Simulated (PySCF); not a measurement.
methylenecyclopropane (C4H6), singlet, geometry from GFN2-xTB, atoms displaced at random by about 0.05 Å a coordinate; PySCF with PBE0/STO-3G.

The PySCF input:
```python
from pyscf import gto, scf, dft
from pyscf.geomopt import geometric_solver

mol = gto.Mole()
mol.atom = '''
    C    -0.00406087    0.01461558    0.28640896
    C    -0.04111586   -0.70332093   -0.92136390
    C    -0.05260676    0.77568074   -0.95502826
    C    -0.04464926    0.01767555    1.60168932
    H    -0.90978254   -1.26224423   -1.15708040
    H     0.95196467   -1.19944534   -1.28814991
    H     0.83999152    1.21112366   -1.22023651
    H    -0.96706858    1.29053123   -1.29739129
    H     0.01509511   -0.99400408    2.22059830
    H    -0.01234626    0.94645516    2.08558354
'''
mol.basis = 'sto-3g'
mol.verbose = 3
mol.build()

def method(m):
    mf = dft.RKS(m)
    mf.xc = 'pbe0'
    return mf

conv, mol_eq = geometric_solver.kernel(method(mol), maxsteps=100, convergence_set='GAU_TIGHT')
print('optimisation converged:', conv)
print(mol_eq.tostring(format='xyz'))
mf = method(mol_eq)
mf.kernel()
```

Problem. What does PySCF print? Leave out banner, timings and long lists.

Solution. 
```
Custom engine selected.
Bonds will be generated from interatomic distances less than 1.20 times sum of covalent radii
30 internal coordinates being used (instead of 30 Cartesians)
Internal coordinate system (atoms numbered from 1):
Distance 1-2
Distance 1-3
Distance 1-4
Distance 2-3
Distance 2-5
Distance 2-6
Distance 3-7
Distance 3-8
Distance 4-9
Distance 4-10
Angle 2-1-4
Angle 3-1-4
Angle 1-2-3
Angle 1-2-5
Angle 1-2-6
Angle 3-2-5
Angle 3-2-6
Angle 5-2-6
Angle 1-3-2
Angle 1-3-8
Angle 2-3-7
Angle 2-3-8
Angle 7-3-8
Angle 1-4-10
Angle 9-4-10
Out-of-Plane 1-2-3-4
Out-of-Plane 3-1-7-8
Out-of-Plane 4-1-9-10
Dihedral 3-1-2-5
Dihedral 3-1-2-6
Dihedral 4-1-2-3
Dihedral 4-1-2-5
Dihedral 4-1-2-6
Dihedral 2-1-3-7
Dihedral 2-1-3-8
Dihedral 4-1-3-2
Dihedral 4-1-3-7
Dihedral 4-1-3-8
Dihedral 2-1-4-9
Dihedral 2-1-4-10
Dihedral 3-1-4-9
Dihedral 3-1-4-10
Dihedral 1-2-3-7
Dihedral 1-2-3-8
Dihedral 5-2-3-1
Dihedral 5-2-3-7
Dihedral 5-2-3-8
Dihedral 6-2-3-1
Dihedral 6-2-3-7
Dihedral 6-2-3-8
Translation-X 1-10
Translation-Y 1-10
Translation-Z 1-10
Rotation-A 1-10
Rotation-B 1-10
Rotation-C 1-10
<class 'geometric.internal.Distance'> : 10
<class 'geometric.internal.Angle'> : 15
<class 'geometric.internal.OutOfPlane'> : 3
<class 'geometric.internal.Dihedral'> : 22
<class 'geometric.internal.TranslationX'> : 1
<class 'geometric.internal.TranslationY'> : 1
<class 'geometric.internal.TranslationZ'> : 1
<class 'geometric.internal.RotationA'> : 1
<class 'geometric.internal.RotationB'> : 1
<class 'geometric.internal.RotationC'> : 1
> ===== Optimization Info: ====
> Job type: Energy minimization
> Maximum number of optimization cycles: 100
> Initial / maximum trust radius (Angstrom): 0.100 / 0.300
> Convergence Criteria:
> Will converge when all 5 criteria are reached:
>  |Delta-E| < 1.00e-06
>  RMS-Grad  < 1.00e-05
>  Max-Grad  < 1.50e-05
>  RMS-Disp  < 4.00e-05
>  Max-Disp  < 6.00e-05
> === End Optimization Info ===

Geometry optimization cycle 1
Cartesian coordinates (Angstrom)
 Atom        New coordinates             dX        dY        dZ
   C  -0.004061   0.014616   0.286409    0.000000  0.000000  0.000000
   C  -0.041116  -0.703321  -0.921364    0.000000  0.000000  0.000000
   C  -0.052607   0.775681  -0.955028    0.000000  0.000000  0.000000
   C  -0.044649   0.017676   1.601689    0.000000  0.000000  0.000000
   H  -0.909783  -1.262244  -1.157080    0.000000  0.000000  0.000000
   H   0.951965  -1.199445  -1.288150   -0.000000  0.000000  0.000000
   H   0.839992   1.211124  -1.220237    0.000000  0.000000  0.000000
   H  -0.967069   1.290531  -1.297391    0.000000  0.000000  0.000000
   H   0.015095  -0.994004   2.220598    0.000000  0.000000  0.000000
   H  -0.012346   0.946455   2.085584    0.000000 -0.000000  0.000000

WARN: Mole.unit (angstrom) is changed to Bohr

converged SCF energy = -153.861789020307
--------------- RKS_Scanner gradients ---------------
         x                y                z
0 C     0.0100563310    -0.0175176046    -0.0673415514
1 C    -0.0736955768     0.0762856384     0.0605390828
2 C     0.0576411437    -0.0199453484     0.0034401273
3 C    -0.0113304689     0.0815234552    -0.0072539112
4 H     0.0255877596     0.0162269382     0.0117806251
5 H     0.0441246422    -0.0156169906    -0.0145681935
6 H    -0.0517414619    -0.0329539796     0.0229713269
7 H    -0.0078562259     0.0007127262    -0.0069121541
8 H     0.0048121775    -0.0544387600     0.0285330988
9 H     0.0023947135    -0.0342726070    -0.0311960613
----------------------------------------------
cycle 1: E = -153.86178902  dE = -153.862  norm(grad) = 0.210316
Step    0 : Gradient = 6.651e-02/1.221e-01 (rms/max) Energy = -153.8617890203
[...]
Geometry optimization cycle 2
Cartesian coordinates (Angstrom)
 Atom        New coordinates             dX        dY        dZ
   C   0.020157  -0.000860   0.316267    0.024218 -0.015475  0.029858
   C  -0.009056  -0.762182  -0.955297    0.032060 -0.058861 -0.033933
[...]
converged SCF energy = -153.888563321518
Step    7 : Displace = 9.331e-03/1.451e-02 (rms/max) Trust = 2.828e-01 (+) Grad = 8.410e-04/1.607e-03 (rms/max) E (change) = -153.8885633215 (-3.758e-05) Quality = 1.252
converged SCF energy = -153.88857811271
Step    8 : Displace = 4.358e-03/7.441e-03 (rms/max) Trust = 3.000e-01 (+) Grad = 4.868e-04/9.065e-04 (rms/max) E (change) = -153.8885781127 (-1.479e-05) Quality = 1.317
converged SCF energy = -153.888584588115
Step    9 : Displace = 3.497e-03/5.755e-03 (rms/max) Trust = 3.000e-01 (=) Grad = 2.430e-04/4.575e-04 (rms/max) E (change) = -153.8885845881 (-6.475e-06) Quality = 1.163
converged SCF energy = -153.888585710073
Step   10 : Displace = 1.341e-03/2.091e-03 (rms/max) Trust = 3.000e-01 (=) Grad = 9.311e-05/1.620e-04 (rms/max) E (change) = -153.8885857101 (-1.122e-06) Quality = 1.083
converged SCF energy = -153.888585898711
Step   11 : Displace = 5.459e-04/8.667e-04 (rms/max) Trust = 3.000e-01 (=) Grad = 5.190e-05/9.187e-05 (rms/max) E (change) = -153.8885858987 (-1.886e-07) Quality = 1.010
converged SCF energy = -153.88858592673
Step   12 : Displace = 9.878e-05/1.753e-04 (rms/max) Trust = 3.000e-01 (=) Grad = 8.733e-06/1.348e-05 (rms/max) E (change) = -153.8885859267 (-2.802e-08) Quality = 1.179
converged SCF energy = -153.888585931071
Step   13 : Displace = 6.412e-05/1.192e-04 (rms/max) Trust = 3.000e-01 (=) Grad = 6.994e-06/1.400e-05 (rms/max) E (change) = -153.8885859311 (-4.340e-09) Quality = 1.006
[...]
   C  -0.011044   0.013725   1.630854   -0.000000  0.000020  0.000140
   H  -0.923150  -1.292799  -1.257350    0.000002  0.000063  0.000147
   H   0.911834  -1.258890  -1.269039    0.000010 -0.000065  0.000136
   H   0.864316   1.306761  -1.274725    0.000036  0.000033  0.000187
   H  -0.970653   1.272758  -1.263031    0.000033 -0.000034  0.000074
   H   0.009864  -0.915418   2.210078    0.000045  0.000041  0.000152
   H  -0.024621   0.945563   2.205941   -0.000053  0.000026  0.000121
converged SCF energy = -153.888585931821
--------------- RKS_Scanner gradients ---------------
         x                y                z
0 C    -0.0000012758    -0.0000015051     0.0000041721
1 C    -0.0000010291    -0.0000050784    -0.0000069334
2 C     0.0000018970     0.0000024715    -0.0000018940
3 C     0.0000000912     0.0000055025     0.0000006055
4 H    -0.0000026415     0.0000019434     0.0000004315
5 H     0.0000031450    -0.0000006532    -0.0000004238
6 H     0.0000008832     0.0000016928    -0.0000009408
7 H    -0.0000021383    -0.0000008487    -0.0000003467
8 H     0.0000005445    -0.0000035378    -0.0000000253
9 H    -0.0000002223    -0.0000004141    -0.0000013727
----------------------------------------------
cycle 15: E = -153.888585932  dE = -7.49935e-10  norm(grad) = 1.36553e-05
Step   14 : Displace = 4.705e-05/6.720e-05 (rms/max) Trust = 3.000e-01 (=) Grad = 4.318e-06/8.656e-06 (rms/max) E (change) = -153.8885859318 (-7.499e-10) Quality = 0.432
[...]
Geometry optimization cycle 16
Cartesian coordinates (Angstrom)
 Atom        New coordinates             dX        dY        dZ
   C  -0.019409   0.010647   0.311288    0.000012  0.000016  0.000209
   C  -0.013181  -0.761092  -0.958903    0.000054  0.000004  0.000224
   C  -0.041659   0.776429  -0.962326    0.000045  0.000001  0.000203
   C  -0.011051   0.013755   1.631063   -0.000007  0.000031  0.000209
   H  -0.923116  -1.292764  -1.257118    0.000034  0.000035  0.000232
   H   0.911858  -1.258930  -1.268822    0.000024 -0.000040  0.000217
   H   0.864364   1.306771  -1.274488    0.000048  0.000010  0.000237
   H  -0.970599   1.272740  -1.262883    0.000054 -0.000017  0.000149
   H   0.009873  -0.915365   2.210306    0.000009  0.000053  0.000228
   H  -0.024659   0.945603   2.206134   -0.000038  0.000040  0.000193
converged SCF energy = -153.888585931056
--------------- RKS_Scanner gradients ---------------
         x                y                z
0 C    -0.0000047352    -0.0000015150     0.0000032376
1 C     0.0000064549    -0.0000030041    -0.0000041867
2 C     0.0000021619     0.0000029682    -0.0000021688
3 C     0.0000003383    -0.0000023314     0.0000036404
4 H    -0.0000027963     0.0000036025     0.0000019678
5 H    -0.0000002409    -0.0000025135    -0.0000026395
6 H    -0.0000010113     0.0000013905    -0.0000001779
7 H    -0.0000013048    -0.0000016345    -0.0000011369
8 H     0.0000006363     0.0000040570    -0.0000032679
9 H    -0.0000002460    -0.0000014480    -0.0000019958
----------------------------------------------
cycle 16: E = -153.888585931  dE = 7.64885e-10  norm(grad) = 1.48579e-05
Step   15 : Displace = 2.820e-05/4.570e-05 (rms/max) Trust = 3.000e-01 (=) Grad = 4.698e-06/8.259e-06 (rms/max) E (change) = -153.8885859311 (+7.649e-10) Quality = -0.544
[...]
Converged! =D

optimisation converged: True
10
XYZ from PySCF
C          -0.01940932        0.01064742        0.31128847
C          -0.01318112       -0.76109201       -0.95890266
C          -0.04165949        0.77642897       -0.96232604
C          -0.01105058        0.01375535        1.63106255
H          -0.92311574       -1.29276416       -1.25711755
H           0.91185785       -1.25892960       -1.26882178
H           0.86436379        1.30677087       -1.27448774
H          -0.97059942        1.27274042       -1.26288279
H           0.00987276       -0.91536516        2.21030600
H          -0.02465872        0.94560338        2.20613445
converged SCF energy = -153.88858593115
```
